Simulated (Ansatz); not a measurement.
Ansatz (a first-principles code) input (wB97X-V/def2-TZVPD):

Ansatz 0.2 input:
```yaml
crystal:
  periodic: [false, false, false]
  atoms:
    - {symbol: O, position_ang: [-1.08396401, -0.68875918, -0.14388065]}
    - {symbol: C, position_ang: [-0.05368150, 0.01001548, 0.00447233]}
    - {symbol: O, position_ang: [-0.24401730, 1.19658453, 0.32287183]}
    - {symbol: O, position_ang: [1.14037887, -0.53279095, -0.17912323]}
    - {symbol: H, position_ang: [1.82290855, 0.13963195, -0.02577764]}
basis:
  gaussian:
    orbitals: def2-TZVPD
hamiltonian:
  xc: {name: wB97X-V}
magnetization: {spin_polarized: true, initial_magnetization: 1}
output: {forces: true}
```

Output:

```
Functional definition: wB97X-V
integrals: 0.08 GiB planned
777 factors; their error is unknown
integrals: 0.11 GiB planned
239 factors; integrals over basis functions are off by at most 2.8e-5 eV
mean field: 1.03 GiB planned
mean field evaluation 1: about -7189.6797 eV, gradient 3.4e1 eV
mean field evaluation 2: about -7190.2114 eV, gradient 3.4e1 eV
mean field evaluation 4: about -7193.4204 eV, gradient 2.7e0 eV
mean field evaluation 8: about -7193.4519 eV, gradient 2.3e-1 eV
mean field evaluation 16: about -7193.4666 eV, gradient 3.5e-3 eV
mean field evaluation 32: about -7193.4557 eV, gradient 1.1e0 eV
mean field -7193.46655515 eV, -264.3550199951 hartree, gradient 2.9e-5 eV, S^2 0.758671; 3 other end points of the search recorded, 0 dependent functions left out
the calculation of the forces begins
reference -7193.46655263 eV, -264.3550199025 hartree; 16, 15 occupied and 150, 151 virtual orbitals, 777 factors
Total energy: -7193.46655263 eV, -264.3550199025 hartree
Atom 0 at    -1.083964    -0.688759    -0.143881 Å, force    -0.064660     0.105328     0.029900 eV/Å
Atom 1 at    -0.053682     0.010015     0.004472 Å, force     0.313247     0.364024     0.084943 eV/Å
Atom 2 at    -0.244017     1.196585     0.322872 Å, force    -0.119136    -0.426184    -0.107934 eV/Å
Atom 3 at     1.140379    -0.532791    -0.179123 Å, force    -0.047759    -0.040374    -0.008975 eV/Å
Atom 4 at     1.822909     0.139632    -0.025778 Å, force    -0.081692    -0.002793     0.002066 eV/Å
Dipole moment:     0.568522     0.027599    -0.012231 e Å
```

It need not be the lowest isomer of its formula.
